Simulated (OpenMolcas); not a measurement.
Os4+ among 4 point charges of -2.5 e arranged as a tetrahedron (Td), 2.34 Å from the ion.

```
Program             : OpenMolcas 26.06
Method              : SS-CASPT2, IPEA 0.25 Eh, imaginary shift 0.1 Eh (closed shells correlated: 4f 5s 5p)
Basis               : ANO-RCC-VTZP [8s7p5d3f2g1h]
Scalar Hamiltonian  : DKH2, point nucleus
Active space        : 4 electrons in 5 orbitals (5d)
State averaging     : 2S+1 = 5 even, 5 roots; 2S+1 = 3 even, 45 roots; 2S+1 = 1 even, 50 roots
Spin-orbit coupling : state interaction with AMFI integrals over the reference wave functions
```

(1) What is the spin-free ground state (labels of Td)?

(2) Where is the first state of the same spin?

(3) What are the lowest two levels with spin-orbit coupling?

(4) What is χT at 300 K?

Results:

(1) 5T2, 3-fold in its orbital part, 100 % from free-ion D terms; it has the highest spin that d4 allows.

(2) 5E at 2480 cm-1 above the ground state.

(3) A 1-fold level A1, then a 3-fold level T1 4090 cm-1 above it. Their leading multiplicities are 5 (66 %) and 5 (85 %).

(4) 0.06 cm3 K/mol.

Roots that are degenerate in the reference are averaged as groups; the widest CASPT2 spread within a group is 270 cm-1 (the 3-fold group of multiplicity 1 near 23400 cm-1 above the lowest state of its run). Shifts and gaps below about the spread of the groups concerned are not significant. Spin-orbit coupling mixes the spin-free states strongly: the lowest level takes only 46 % from its leading state, 5T2. Point charges give a weaker field than real ligands, and real ions of this kind are as a rule low spin; the high spin found here belongs to the model. The ground term spreads over less than 5000 cm-1, several times less than with real ligands, so orbital moments are less quenched and χT lies further from the spin-only value than at real sites. Free-ion shares, where given, are those of the reference states; single-state CASPT2 does not remix them. This is an electrostatic model: the charges have no orbitals. No measured value stands beside these numbers.
